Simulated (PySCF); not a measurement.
Computed IR spectrum (relative IR intensity) of a molecule C₃H₉NSi. Geometry: PBE-D3(BJ)/def2-SVP. Other conformers were not sampled. Calculation: PBE-D3(BJ)/def2-SVP in PySCF. Frequencies are harmonic and unscaled.

Lines under 2 % of the strongest are left out, and lines within 2 cm⁻¹ are merged.

ν (cm⁻¹): 298 (w), 378 (vw), 590 (w), 622 (m), 753 (w), 787 (w), 832 (vs), 882 (w), 894 (vs), 902 (w), 921 (m), 982 (w), 1030 (w), 1073 (vw), 1106 (vw), 1306 (w), 1590 (w), 1635 (w), 2147 (m), 2150 (m), 2164 (m), 2956 (w), 3009 (vw), 3033 (w), 3044 (w) (against the strongest line: vs over 80 %, s over 45 %, m over 15 %, w over 4 %, vw less)

### Question
Which molecule gave these data?
(A) C/N=C/[SiH2]C
(B) C/N=C/C[SiH3]
(C) C=CC[SiH2]N
(D) NC/C=C/[SiH3]

### Answer
D, NC/C=C/[SiH3]
